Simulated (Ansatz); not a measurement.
Basis-set series for C$_{2}$H$_{7}$FGeO (`[CH3][Ge]([CH3])([OH])[F]`). The species carries charge 0 and has multiplicity 1. All single points use the PBE0-D4/def2-TZVP geometry. It is one conformer, not always the lowest.

Cartesian coordinates in Å:
```
C 0.691 -0.504 -1.484
Ge -0.442 -0.005 0.005
C 0.329 0.085 1.769
O -1.247 1.549 -0.263
F -1.711 -1.209 0.034
H 1.139 -1.482 -1.302
H 1.485 0.232 -1.619
H 0.098 -0.558 -2.398
H 0.758 -0.878 2.045
H -0.451 0.348 2.485
H 1.109 0.846 1.801
H -1.758 1.578 -1.074
```

| functional | basis | functions | energy (Eh) | HOMO (eV) | LUMO (eV) |
| --- | --- | --- | --- | --- | --- |
| PBE0-D4 | def2-SVP | 123 | -2331.59535 | -8.37 | 1.07 |
| PBE0-D4 | def2-TZVPP | 270 | -2332.17190 | -8.50 | 0.56 |
| ωB97M-V | def2-SVP | 123 | -2331.90348 | -10.65 | 2.71 |
| ωB97M-V | def2-TZVPP | 270 | -2332.49017 | -10.77 | 2.02 |

Give the rows for def2-QZVPP. (Best estimate.)

The calculation gave: 
| functional | basis | functions | energy (Eh) | HOMO (eV) | LUMO (eV) |
| --- | --- | --- | --- | --- | --- |
| PBE0-D4 | def2-QZVPP | 527 | -2332.23212 | -8.54 | 0.14 |
| ωB97M-V | def2-QZVPP | 527 | -2332.54864 | -10.81 | 1.33 |

Positive LUMOs are unbound and depend on the basis. Scalar relativity is left out up to krypton.

All numbers were calculated with Ansatz.
